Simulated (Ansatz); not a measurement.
Start from `CBC[SiH2]O` and change one atom or group to get `O[SiH2][CH2][SnH3]`.

Ansatz, PBE0-D4/def2-TZVP geometries, multiplicity 1. Each molecule was computed in one conformer, which needn't be the lowest.

Elements past krypton have def2 core potentials.

```
                                          property  `CBC[SiH2]O`
             HOMO energy (ωB97M-V/def2-TZVPP) / eV        -10.88
                HOMO energy (PBE0/def2-TZVPP) / eV         -8.56
               LUMO energy (B3LYP/def2-TZVPP) / eV         -1.09
size of the dipole moment (ωB97M-V/def2-TZVPP) / D          0.89
             HOMO–LUMO gap (B3LYP/def2-TZVPP) / eV          7.28
               HOMO energy (B3LYP/def2-TZVPP) / eV         -8.37
```

Problem. Give the same properties after the change, and the shifts. (Estimate.)

Solution. The calculation gave: 
| property | `O[SiH2][CH2][SnH3]` | shift |
| --- | --- | --- |
| HOMO energy (ωB97M-V/def2-TZVPP) / eV | -10.38 | 0.50 |
| HOMO energy (PBE0/def2-TZVPP) / eV | -8.24 | 0.32 |
| LUMO energy (B3LYP/def2-TZVPP) / eV | -0.23 | 0.86 |
| size of the dipole moment (ωB97M-V/def2-TZVPP) / D | 1.50 | 0.61 |
| HOMO–LUMO gap (B3LYP/def2-TZVPP) / eV | 7.80 | 0.52 |
| HOMO energy (B3LYP/def2-TZVPP) / eV | -8.03 | 0.34 |

With PBE0 the HOMO rises by 0.32 eV and the LUMO rises by 0.90 eV, so the gap widens by about 0.58 eV. PBE moves the HOMO by 0.09 eV and ωB97M-V by 0.50 eV. Dipoles are sizes alone; their direction can turn.

B3LYP here is the variant with VWN-RPA as its local correlation; programs differ in this.
